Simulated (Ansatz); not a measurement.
`[SiH3][Te]CCl` + `C[SiH3]` → `C[SiH2][Te][SiH3]` + `CCl` at 500 K and 1 bar (formal exchange of groups at a Te–C bond).

Calculated with Ansatz (gas phase, PBE0-D4/def2-TZVP geometries, no zero-point term in ΔE). CBS: MP2 limit from def2 TZ/QZ plus the TZ coupled-cluster correction, frozen cores. This one scheme is used for every species. Elements past krypton have def2 core potentials. For Te outer-core shells are correlated without core-valence functions, which leaves a few kJ/mol of doubt a bond. One conformer a species, not always the lowest.

| species | CCSD(T)/CBS energy (Eh) | H − E (kJ/mol) | S (J/(mol·K)) |
| --- | --- | --- | --- |
| `[SiH3][Te]CCl` | -1057.64579 | 184.9 | 439.4 |
| `C[SiH3]` | -330.73916 | 189.7 | 296.8 |
| `C[SiH2][Te][SiH3]` | -888.79691 | 263.8 | 479.3 |
| `CCl` | -499.63220 | 119.3 | 258.4 |

H − E and S are ideal-gas, rigid-rotor, harmonic terms from PBE0-D4/def2-TZVP, for one conformer and one mirror image of each species. 1 Eh = 2625.50 kJ/mol, R = 8.31446 J/(mol·K).

By hand: ΔE, ΔH, ΔS and ΔG.

ΔE = (-888.79691) + (-499.63220) − (-1057.64579) − (-330.73916) = -0.04416 Eh = -115.9 kJ/mol. Δ(H − E) = 263.8 + 119.3 − 184.9 − 189.7 = 8.5, so ΔH = -107.4 kJ/mol. ΔS = 479.3 + 258.4 − 439.4 − 296.8 = 1.5 J/(mol·K). ΔG = -107.4 − 500 × (1.5)/1000 = -108.2 kJ/mol.

By hand: the equilibrium constant, and the temperature at which ΔG would vanish if ΔH and ΔS stayed fixed.

log₁₀ K = −ΔG/(RT ln 10) = 11.3. ΔH and −TΔS have one sign here, so there is no such temperature.

The number of gas molecules stays the same, so ΔS is small and ΔH decides. A doubt of 5 kJ/mol in ΔE shifts log₁₀ K by 0.5 here. Other conformers and mirror images would add mixing entropy, several J/(mol·K) or more a flexible species. Modes under 60 cm⁻¹, often nearly free rotors, make the harmonic entropy too high. These are equilibria of isolated gas molecules and say nothing of rates. Largest T1 diagnostic: 0.010 (customary marks: 0.02 for closed shells, 0.045 for open ones).

ΔS is within the doubt of such terms, so its sign, and with it that verdict, could turn.
